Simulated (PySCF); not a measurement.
Compound: C₇H₁₆N₂Si.
SMILES with atom numbers: `[CH2:1]1[CH2:2][CH2:3][CH:4]([SiH:5]2[NH:6][CH2:7][CH2:8][NH:9]2)[CH2:10]1` (hydrogens: H11, H12 on C1; H13, H14 on C2; H15, H16 on C3; H17 on C4; H18 on Si5; H19 on N6; H20, H21 on C7; H22, H23 on C8; H24 on N9; H25, H26 on C10)

Computed, not measured: PySCF 2.14.0, PBE0-D3(BJ)/def2-SVP geometry optimisation, gas phase.

(1) List the bond lengths, angles and torsions at this level.

Answers

(1) 
```csv
bond,length (Å)
C1–C2,1.546
"C3–C4, C4–C10",1.533
C4–Si5,1.879
"Si5–N6, Si5–N9",1.741
"N6–C7, C8–N9",1.453
C7–C8,1.529
"C1–C10, C2–C3",1.538
"C1–H11, C2–H13",1.101
"C1–H12, C2–H14",1.101
"C3–H15, C10–H26",1.101
"C3–H16, C10–H25",1.105
C4–H17,1.106
Si5–H18,1.507
"N6–H19, N9–H24",1.012
"C7–H20, C8–H22",1.107
"C7–H21, C8–H23",1.107
```

Bonds in one row agree within 0.01 Å and their mean is given. A selection of angles:
```csv
angle,degrees
C2–C1–C10,105.8
C2–C3–C4,104.8
C3–C4–Si5,114.4
C3–C4–C10,101.9
C4–Si5–N6,113.8
C4–Si5–N9,116.9
N6–Si5–N9,92.4
Si5–N6–C7,110.6
N6–C7–C8,106.2
H19–N6–Si5,123.5
H19–N6–C7,115.3
H24–N9–C8,116.0
H24–N9–Si5,124.5
```

Dihedral angles: C10–C1–C2–C3 -1° (synperiplanar); C1–C2–C3–C4 -24° (synperiplanar); C2–C3–C4–Si5 163° (antiperiplanar); C3–C4–Si5–N6 172° (antiperiplanar); C4–Si5–N6–C7 -134° (anticlinal); Si5–N6–C7–C8 32° (synclinal); N6–C7–C8–N9 -39° (synclinal); C7–C8–N9–Si5 31° (synclinal); C3–C4–C10–C1 -40° (synclinal); C2–C1–C10–C4 26° (synperiplanar); C4–Si5–N9–C8 107° (anticlinal). The mirror-image conformer, all signs reversed, is as good.

The 5-membered ring C1–C2–C3–C4–C10 has internal angles of 101.9° to 105.8°; it is puckered, 0.18 Å rms from its mean plane, widest ring torsion 40°. The 5-membered ring Si5–N6–C7–C8–N9 has internal angles of 92.4° to 111.0° (sum 526°, against 540° for a flat polygon); it is puckered, 0.16 Å rms from its mean plane, widest ring torsion 39°. Si5 (SiH silicon) has angles from 92.4° to 116.9°. N6 (silicon-bound nitrogen) has angles 123.5°, 115.3° and 110.6°, sum 349.4°, 0.25 Å off the plane of its three neighbours.

Point group: C1 (no symmetry element, even within 0.4 Å). Stationary, but not proved a minimum. One conformer, not necessarily the lowest.
